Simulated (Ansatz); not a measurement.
Consider the redistribution: `O[SiH2]N[Si](O)(F)F` + `CO[SiH2]N` → `CO[Si](O)(F)F` + `N[SiH2]N[SiH2]O`.

Computed with Ansatz on PBE0-D4/def2-TZVP structures; ΔE is electronic, products minus reactants. CCSD(T)/CBS is the MP2 limit (def2-TZVPP, def2-QZVPP) plus CCSD(T) − MP2 in def2-TZVPP, frozen cores. This one scheme is used for every species. Functionals use def2-TZVPP. B3LYP here is the variant with VWN-RPA as its local correlation; programs differ in this. Each species was taken in one conformer, which may not be the lowest.

`O[SiH2]N[Si](O)(F)F`:

Cartesian coordinates in Å:
```
O 0.553 -1.947 0.295
Si -0.904 -1.305 0.663
N -0.862 0.393 0.290
Si 0.265 1.256 -0.611
O 1.752 0.662 -0.312
F 0.046 1.213 -2.181
F 0.157 2.788 -0.227
H 1.308 -1.355 0.373
H -1.904 -2.045 -0.143
H -1.263 -1.418 2.102
H -1.576 0.958 0.729
H 2.429 0.800 -0.977
```

`CO[SiH2]N`:

```xyz
11

C     1.045   -1.326   -0.380
O    -0.327   -1.108   -0.162
Si   -0.905    0.242    0.579
N    -0.602    1.728   -0.203
H     1.462   -0.592   -1.079
H     1.616   -1.276    0.556
H     1.173   -2.322   -0.807
H    -0.268    0.374    1.918
H    -2.362   -0.005    0.639
H     0.197    2.297    0.016
H    -1.028    1.988   -1.076
```

`CO[Si](O)(F)F`:

Z-matrix (Å, degrees):
```
C
O 1 1.416
H 1 1.094 2 111.2
H 1 1.093 2 110.8 3 -121.6
H 1 1.090 2 107.9 3 119.4
Si 2 1.609 1 126.0 3 51.5
F 6 1.583 2 109.4 1 -49.7
O 6 1.610 2 110.4 1 -173.4
F 6 1.576 2 112.3 1 66.9
H 8 0.957 6 118.5 2 37.0
```

`N[SiH2]N[SiH2]O`:

Cartesian coordinates in Å:
```
N 0.277 2.427 0.201
Si 0.282 0.894 0.965
N -0.684 -0.212 0.063
Si -0.371 -1.844 -0.376
O -0.151 -2.072 -1.992
H 0.307 3.267 0.755
H 0.663 2.571 -0.718
H 1.605 0.220 1.075
H -0.232 1.176 2.333
H -1.585 0.154 -0.219
H 0.834 -2.252 0.389
H -1.539 -2.703 -0.074
H 0.593 -1.627 -2.401
```

| level | ΔE (kJ/mol) |
| --- | --- |
| PBE0 | 3.5 |
| B3LYP | 3.2 |
| MP2/def2-TZVPP | 3.8 |
| SCS-MP2/def2-TZVPP | 2.5 |

Q: What does CCSD(T)/CBS give? (Best estimate.)

A: Ansatz gave: +3.0 kJ/mol. The listed levels differ from it by 0.5, 0.2, 0.8, -0.5 kJ/mol.

Largest T1 diagnostic among the species: 0.011.

The D4 term adds +4.0 kJ/mol with B3LYP and +2.1 kJ/mol with PBE0; it sums over pairs of atoms, weighted by their polarisabilities, and B3LYP, whose exchange is more repulsive, gets the larger term. In def2-TZVPP, CCSD(T) changes the Hartree–Fock value by +4.4 kJ/mol (the triples alone add +0.8 kJ/mol) and MP2 by +4.9 kJ/mol.
